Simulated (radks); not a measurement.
The numbers below are computed, except where a source is named.
Ionisation of Ne, [Ne], to Ne+, [He] 2s2 2p5, under several functionals. Dirac Kohn-Sham, spin-unpolarised, spherical densities, finite nucleus; open shells are shared between the two j in proportion to 2j + 1; a radial shooting solver on a logarithmic mesh with Libxc functionals.

functional,E(Ne) (hartree),Exc (hartree),IE (eV),-e(HOMO) (eV),<r> HOMO (bohr),IE error (eV)
SOGGA,-128.60311,-11.96422,22.272,13.112,0.9829,+0.707
BP86,-129.12225,-12.50637,22.563,13.388,0.9806,+0.999
revPBE,-129.08273,-12.46530,22.406,13.225,0.9824,+0.841
"LDA (Slater exchange, Perdew-Wang correlation)",-128.37486,-11.72144,22.657,13.498,0.9825,+1.092
BLYP,-129.12034,-12.49985,22.496,13.321,0.9840,+0.931
OLYP,-129.10351,-12.50088,22.543,13.323,0.9809,+0.978
exchange-only B88,-128.73737,-12.10368,21.441,12.322,0.9873,-0.124

NIST Atomic Spectra Database: 21.565 eV (measured). Closest: exchange-only B88. The Delta-SCF values span 1.22 eV, the total energies 0.75 hartree. The highest occupied level is 2p3/2. Spin polarisation and multiplet splitting are left out, so open shells lie too high by an amount that depends on their filling.

Beside tabulated values, note that spin-unpolarised runs miss the spin-polarisation part of the exchange energy of open shells.
